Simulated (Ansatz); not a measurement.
## One elementary step

Start structure (GeNH₅S, singlet), relaxed at PBE0-D4/def2-TZVP:

```
atom    x (Å)    y (Å)    z (Å)
 Ge1  -0.5180   0.0509   0.4351
  N2   1.2887   0.0094   0.1229
  S3  -1.5229  -0.5114  -1.4602
  H4  -0.8546   0.4027  -2.1831
  H5  -0.8389   1.4889   0.8725
  H6  -1.0627  -0.9714   1.4546
  H7   1.6582  -0.9073  -0.0874
  H8   1.8503   0.4383   0.8459
```

The step: GeNH₅S ([NH2][GeH2][SH]) → GeH₂S ([S][GeH2]) + NH₃ (still joined by a long Ge–N bond); bonds formed: N2–H4; bonds broken: S3–H4; bonds weakened to dative contacts: Ge1–N2. Ansatz 0.2.0; basis: def2-TZVPP and def2-QZVPP; cores frozen in the correlated methods. Filled d shells of the heavier atoms are correlated. The def2 sets are not built for correlating such inner shells, so the correlated values are less sure here. Extrapolation: Hartree–Fock as exp(−7.88 √X), correlation as X^−2.97. Energies below are by CCSD(T) at an estimated basis limit (MP2 extrapolated from triple and quadruple zeta, plus CCSD(T) − MP2 in triple zeta).

(1) What are the electronic barrier and the energy of the step, from the start structure to the end structure? (Judge from chemistry; the value comes from the calculation.)

T1 diagnostic: at most 0.013. The end structure is not quite a true minimum (one mode of 69i cm⁻¹).

## Answers

(1) The calculation gives: Barrier 1.067 eV; step energy 0.327 eV (uphill); reverse barrier, their difference, 0.740 eV. Barrier and step energy count from the start structure, the reverse barrier from the end structure.

The saddle point: One imaginary mode of 1356i cm⁻¹.
```json
{"pair": "N2–H4", "start (Å)": "3.17", "saddle (Å)": "1.36", "end (Å)": "1.02"}
{"pair": "Ge1–N2", "start (Å)": "1.83", "saddle (Å)": "1.95", "end (Å)": "2.13"}
{"pair": "S3–H4", "start (Å)": "1.34", "saddle (Å)": "1.65", "end (Å)": "2.89"}
```

Zero-point energy (harmonic, PBE0-D4): ZPE is 1.391 eV at the start and 1.348 eV at the saddle, so the barrier goes from 1.067 to 1.024 eV.

First-order rate constant out of the start structure at 698 K by transition-state theory, with harmonic vibrational free energies alone and no tunnelling: ΔA‡ = 1.153 eV, so k = (kB T/h) exp(−ΔA‡/kB T) ≈ 10^5 s⁻¹ (an order of magnitude at best: rotation, the number of equivalent paths and anharmonicity are left out).

Labels in which every atom is bracketed show which atoms are joined, not bond orders.

For scale, one of the runs: CCSD(T)/def2-TZVPP, 191 basis functions (an equivalent command: `ansatz run in.yaml --threads 4`). Hardware: 4 CPU threads, shared host. Wall time 43 s; peak host memory 2 GiB.
